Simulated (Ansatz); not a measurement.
A nudged elastic band was laid between two geometries of CH5AlSeSi (9 atoms, charge 0, multiplicity 1).

All numbers below come from RKS B3LYP-D4/def2-SVP (Ansatz).

```json
{
  "movable images": "5",
  "climbing image": "yes",
  "spring": "5.0 eV/Å²",
  "optimiser": "quadratic models (default)",
  "start path": "through a guess of the saddle point",
  "force threshold": "0.05 eV/Å",
  "iteration limit": "60",
  "end points": "relaxed"
}
```

Image 0:

```xyz
9
Properties=species:S:1:pos:R:3
Al -0.998 1.171 -0.919
Si 1.160 0.305 -0.109
C 0.402 -0.910 1.119
Se -0.608 -1.326 -0.577
H -1.135 1.514 -2.456
H -1.861 1.805 0.247
H 2.429 -0.278 -0.656
H -0.269 -0.531 1.898
H 0.968 -1.794 1.436
```

Image 6:

```xyz
9
Properties=species:S:1:pos:R:3
Al -0.997 1.173 -0.920
Si 1.159 0.305 -0.107
C 0.404 -0.911 1.122
Se -0.611 -1.323 -0.573
H -1.863 1.814 0.239
H -1.133 1.503 -2.461
H 2.426 -0.277 -0.657
H -0.265 -0.532 1.903
H 0.968 -1.797 1.437
```

**Question.** Which bonds break or form, and what moves?

**Answer.** No bond is made or broken. The dihedral H6–Al1–Si2–Se4 goes from 103 to -98°. The two ends are copies of one structure, up to a mirror image or an exchange of like atoms.

**Question.** What energy profile does the band end with?

**Answer.** The run converged. The highest image is number 2 of 0 to 6, 13.5 kcal/mol above the ends, which have the same energy within 2 meV. A vibrational analysis at the climbing image gives one clearly imaginary mode, 128i cm⁻¹: a first-order saddle point.

```
image  path coordinate (Å)  energy (kcal/mol)  dihedral H6–Al1–Si2–Se4 (°)
    0                 0.00                0.0                          103
    1                 1.27               11.2                          114
    2                 2.54               13.5                          148
    3                 3.61               12.9                         -176
    4                 4.67               11.5                         -139
    5                 5.74                8.2                         -116
    6                 6.80                0.0                          -98
```

**Question.** What is the geometry of the highest image?

**Answer.** 
```xyz
9
Properties=species:S:1:pos:R:3
Al -0.930 1.627 -0.934
Si 0.743 -0.037 -0.279
C 0.341 -1.223 1.117
Se 0.130 -2.209 -0.636
H -1.917 1.308 -2.129
H -1.047 2.999 -0.145
H 2.205 0.243 -0.412
H -0.600 -1.138 1.673
H 1.163 -1.615 1.727
```

**Question.** What are the harmonic wavenumbers there?

**Answer.** 128i, 84, 129, 342, 412, 437, 473, 551, 576, 696, 750, 777, 823, 902, 960, 1393, 1923, 1948, 2190, 3106, 3199 cm⁻¹.

Run time: 76 s on 2 threads of Intel(R) Xeon(R) 6975P-C (Granite Rapids), with other jobs on the host, peak memory 0.3 GiB.
